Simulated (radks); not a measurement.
Problem. Au+, configuration [Xe] 4f14 5d8.5 6s1 6p0.5 (fractional occupations, a model configuration). All-electron calculation, scalar-relativistic Kohn-Sham, SCAN, spin-polarised, spherical densities, finite nucleus; open shells are filled with parallel spins first (spin-orbit coupling, left out, can overturn this in heavy ions); meta-GGA in the generalised Kohn-Sham scheme; Fermi nuclear charge, rms radius 5.4371 fm. Program: a radial shooting solver on a logarithmic mesh with Libxc functionals. Some entries of the table are withheld. Estimate them.

orbital,occ.,eigenvalue (hartree),<r> (bohr),r(max) (bohr)
1s up,1,-2971.362,0.01687,0.01042
1s down,1,-2971.361,0.01687,0.01042
2s up,1,-525.7658,0.07110,0.06013
2s down,1,-525.7621,0.07110,0.06013
2p up,3,-454.5405,0.06424,0.04981
2p down,3,-454.5367,0.06424,0.04981
3s up,1,-124.9707,0.1837,0.1694
3s down,1,-124.9690,0.1837,0.1694
3p up,3,-104.1917,0.1850,0.1688
3p down,3,-104.1894,0.1850,0.1688
3d up,5,-81.93215,0.1678,0.1378
3d down,5,-81.92842,0.1678,0.1378
4s up,1,-27.77633,0.4068,0.3828
4s down,1,-27.77021,0.4069,0.3828
4p up,3,-20.93155,0.4331,0.4026
4p down,3,-20.92599,0.4331,0.4027
4d up,5,-12.67865,0.4583,0.4103
4d down,5,-12.67188,0.4582,0.4104
5s up,1,-4.60456,0.9275,0.8472
5s down,1,-4.56714,0.9260,0.8457
4f up,7,-3.55504,(1),0.3761
4f down,7,-3.54537,(2),0.3760
5p up,3,(3),1.067,0.9537
5p down,3,(4),1.065,0.9524
5d up,5,-0.75685,(5),1.190
5d down,3.5,-0.69891,(6),1.184
6s up,1,-0.60819,2.520,2.175
6p up,0.5,-0.32521,3.250,2.786

Solution. 
(1) 4f up <r> (bohr): 0.4988
(2) 4f down <r> (bohr): 0.4981
(3) 5p up eigenvalue (hartree): -2.79082
(4) 5p down eigenvalue (hartree): -2.74692
(5) 5d up <r> (bohr): 1.507
(6) 5d down <r> (bohr): 1.488
